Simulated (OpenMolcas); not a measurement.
# 4f11 along the 65-electron sequence

```yaml
Program: OpenMolcas 26.06
Method: CASSCF
Basis: ANO-R3
Scalar_Hamiltonian: X2C, finite nucleus
Spin-orbit_coupling: RASSI with atomic mean-field integrals over the reference wave functions, term energies averaged over their components
```

Active space for each ion: 11 electrons in 7 orbitals (4f).

Computed levels in cm-1 above 4I* 15/2:

```csv
Level,Ho2+,Er3+,Tm4+
4I* 13/2,5545,6589,7721
4I* 11/2,9085,10630,12236
4I* 9/2,11606,13436,15253
4F* 9/2,17371,19064,20711
2H* 11/2(1),20364,22693,24971
4S* 3/2,21434,23621,25654
4F* 7/2,22649,25245,27787
4F* 5/2,24489,27318,30072
4F* 3/2,24804,27615,30348
weight of 4I* in the lowest level (%),98,98,97
```

Mixed levels, with the weight of the term that names them: Ho2+ 4F* 9/2 (64 %), Ho2+ 4F* 3/2 (72 %), Er3+ 4F* 9/2 (63 %), Er3+ 2H* 11/2(1) (74 %), Er3+ 4S* 3/2 (74 %), Er3+ 4F* 3/2 (68 %), Tm4+ 4I* 9/2 (68 %), Tm4+ 4F* 9/2 (61 %), Tm4+ 2H* 11/2(1) (69 %), Tm4+ 4S* 3/2 (70 %), Tm4+ 4F* 3/2 (63 %).

Measured, with the error of the calculation in %. Measured levels: Ho2+ from Martin, Zalubas and Hagan, Atomic Energy Levels: The Rare-Earth Elements, NSRDS-NBS 60 (1978); whole-number values converted from NIST levels in rydberg listed in Nahar, Atoms 12, 24 (2024); Er3+ from the list in Tchang-Brillet, Wyart, Meftah and Ait Mammar, Atoms 6, 52 (2018).

```csv
Level,Ho2+,Er3+
4I* 13/2,5439 (+1.9),6508 (+1.2)
4I* 11/2,8644 (+5.1),10172 (+4.5)
4I* 9/2,10770 (+7.8),12469 (+7.8)
4F* 9/2,13330 (+30.3),15405 (+23.8)
2H* 11/2(1),16891 (+20.6),19332 (+17.4)
4F* 7/2,17867 (+26.8),
4F* 5/2,19375 (+26.4),
```

The fine-structure level 4I* 9/2 changes by a factor of 1.31 from Ho2+ to Tm4+. Its fourth root runs 10.38, 10.77, 11.11, with steps per unit of Z of 0.39, 0.35; equal steps would mean a (Z - σ)^4 law with constant σ.

4F* 9/2 changes by a factor of 1.19 over the same range, with steps per unit of Z of +1690, +1650 cm-1.

High states are left out of the spin-orbit mixing, which shifts the levels that they would mix with. Without dynamic correlation excited terms often stand tens of per cent too high (terms of higher spin than the ground term too low), and those without a measured partner can miss by more than the paired ones. Some levels mix across a computed gap that differs much from the measured one, so their mixing is not that of the real levels (holds for Ho2+; Er3+). Measured partners are found by configuration, term and J. A level has none where our copy of the source lacks it or the pairing is in doubt (some pairs that miss far off the trend of their configuration count as doubtful), and it then counts in no deviation. Only configurations of the active space appear.

A number in round brackets counts repeated terms of one configuration in the order of the reference energies. * marks odd parity.
